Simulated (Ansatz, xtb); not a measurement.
C5H2BrNO: which of two isomers lies lower

Structure a: `N#CC(=C=O)/C=C/Br`, a singlet. Structure b: `N#Cc1ccc(Br)o1`, a singlet. Both are isolated molecules in the gas phase, relaxed with r2SCAN-D4/def2-SVP; the shapes shown needn't be the lowest conformers.

a (Å):

```xyz
10

C    -2.4402   -1.4312    0.9901
C    -1.9287   -2.0589   -0.1809
C    -1.9458   -3.4038   -0.2044
C    -1.4030   -1.2884   -1.3175
C    -1.3710    0.0540   -1.3256
Br   -0.6998    1.0325   -2.7786
N    -2.8497   -0.8744    1.9302
O    -1.9557   -4.5607   -0.2355
H    -1.0321   -1.8613   -2.1718
H    -1.7295    0.6713   -0.4973
```

b (Å):

```yaml
atoms:
  - { symbol: C, position_ang: [-3.1011, -2.8691, 0.5135] }
  - { symbol: C, position_ang: [-2.2593, -1.9465, -0.1420] }
  - { symbol: C, position_ang: [-1.0609, -1.3647, 0.2126] }
  - { symbol: C, position_ang: [-0.6921, -0.5121, -0.8636] }
  - { symbol: C, position_ang: [-1.6972, -0.6411, -1.7928] }
  - { symbol: Br, position_ang: [-1.9368, 0.1443, -3.4503] }
  - { symbol: N, position_ang: [-3.7797, -3.6329, 1.0773] }
  - { symbol: O, position_ang: [-2.6481, -1.4973, -1.3798] }
  - { symbol: H, position_ang: [-0.5189, -1.5377, 1.1405] }
  - { symbol: H, position_ang: [0.1918, 0.1152, -0.9507] }
```

Energies in hartree; the thermal terms are from GFN2-xTB frequencies at re-optimised GFN2-xTB minima (ideal gas, soft modes damped towards free rotors, one conformer each, 298.15 K, 1 atm) and include the zero-point energy:

|  | a | b |
| --- | --- | --- |
| E, CCSD(T)/def2-SVP | −2892.863274 | −2892.884012 |
| E, MP2/def2-SVP | −2892.794337 | −2892.819045 |
| E, MP2/def2-TZVPP | −2893.733593 | −2893.760964 |
| zero-point energy | 0.054466 | 0.057034 |
| H(298 K) − E | 0.063840 | 0.064903 |
| G(298 K) − E | 0.019218 | 0.024163 |

Task: Correct the CCSD(T) difference for the basis set by the MP2 change, then work out ΔE, ΔE₀, ΔH and ΔG for a → b in kJ/mol (1 Eh = 2625.50 kJ/mol) and the equilibrium ratio [b]/[a].

Result: 1. Differences b − a: CCSD(T) −0.020738, MP2 in the small set −0.024708, MP2 in the large set −0.027371 Eh.
2. ΔE = −0.020738 + (−0.027371 − (−0.024708)) = −0.023401 Eh = −61.44 kJ/mol.
3. ΔE₀ = ΔE + ΔZPE = −0.023401 + (+0.002568) Eh = −54.70 kJ/mol.
4. ΔH = ΔE + (+0.001063) Eh = −58.65 kJ/mol.
5. ΔG = ΔE + (+0.004945) Eh = −48.46 kJ/mol, so ΔS = (ΔH − ΔG)/T = −34.2 J/(mol K).
6. kT = 0.9442 mEh, so K = [b]/[a] = exp(−ΔG/kT) = exp(+19.55) ≈ 3.1 × 10^8.

Structure b is favoured at this temperature. An error of 4 kJ/mol in ΔG would change K by a factor of 5. Mirror images and further conformers aren't counted.

As drawn, b has 3 C∷C, 2 C∷O in place of 1 C–C, 2 C=C, 1 C=O (∷ is an aromatic bond). Structure a has no ring, b a 5-membered ring (with an aromatic ring).

Other levels gave ΔE = −116.8 (GFN2-xTB); −205.2 (HF/STO-3G, GFN2-xTB geometries); −74.6 (r2SCAN-D4/def2-SVP//GFN2-xTB); −72.8 (r2SCAN-D4/def2-SVP); −41.0 (HF/def2-SVP); −64.9 (MP2/def2-SVP); −54.4 (CCSD(T)/def2-SVP) kJ/mol. The correlated steps freeze 16 core orbitals; the filled d shell of Br is correlated, in a basis made for valence electrons. Programs: Ansatz 0.2.0, xtb 6.7.1.
